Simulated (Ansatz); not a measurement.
```yaml
atoms:
  - { symbol: C, position_ang: [0.0000, 0.0000, -0.9399] }
  - { symbol: S, position_ang: [0.0000, 0.0000, 0.5379] }
  - { symbol: H, position_ang: [0.0000, -0.8553, -1.4837] }
  - { symbol: H, position_ang: [0.0000, 0.8553, -1.4837] }
```

Basis set: def2-TZVP (spherical functions). Left uncorrelated: 6 orbitals. Charge 0, multiplicity 1.

Computed with Ansatz (development build ahead of 0.2.0); each method stands on the lowest determinant of its kind that the runs found. Restricted open shells among the atoms or ions are ROHF, correlated in semicanonical orbitals with singles.

Q: Give the atomization energy at this shape (free ground-state atoms in the same class of orbitals less the molecule, no zero-point energy) of singlet CH2S by RHF-MP2, RHF.

A:

```json
{"method": "RHF-MP2", "atomization energy": "12.96 eV"}
{"method": "RHF", "atomization energy": "9.48 eV"}
```

Caution: no unrestricted run beside it, a lower state can exist; the shape is not the minimum.
